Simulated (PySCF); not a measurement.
## Kr⁺ (krypton, charge +1) across methods

[Ar] 3d10 4s1 4p5 4d1, one real determinant (an excited configuration). All numbers are calculated (PySCF 2.14, the non-relativistic Hamiltonian (point nucleus), in dyall-av2z (16s12p8d, 92 functions)). The B2PLYP total includes its PT2 part (frozen core); its orbital energies are those of the SCF part.

| method | E (hartree) | mean ε 4p α (eV) | mean ε 4p β (eV) | mean ε 4d α (eV) | Σ⟨r²⟩ (bohr²) | ⟨S²⟩ |
| --- | --- | --- | --- | --- | --- | --- |
| B2PLYP | -2751.739 | -26.359 | -22.520 | -7.089 | 35.24 | 3.753 |
| r2SCAN | -2752.155 | -23.573 | -20.851 | -5.381 | 35.14 | 3.751 |
| PBE | -2751.795 | -22.828 | -20.626 | -5.227 | 35.07 | 3.751 |
| UHF | -2750.41423 | -29.526 | -23.620 | -8.820 | 35.66 | 3.756 |
| revPBE | -2751.972 | -22.807 | -20.556 | -5.248 | 35.07 | 3.751 |
| LDA | -2748.502 | -22.925 | -20.854 | -5.120 | 35.05 | 3.751 |
| BHandHLYP | -2752.153 | -26.284 | -22.722 | -7.052 | 35.15 | 3.753 |
| PBE0 | -2751.869 | -24.720 | -21.727 | -6.294 | 35.10 | 3.751 |

Estimate the same row for CAM-B3LYP.

E (hartree) = -2752.299; mean ε 4p α (eV) = -26.036; mean ε 4p β (eV) = -23.222; mean ε 4d α (eV) = -7.367; Σ⟨r²⟩ (bohr²) = 35.07; ⟨S²⟩ = 3.751.

⟨L²⟩ = 7.98 against 12 for a pure F term, so this real determinant mixes terms. The outer electron is Rydberg-like, and this basis confines it to a smaller radius and binds it less than a complete one would.
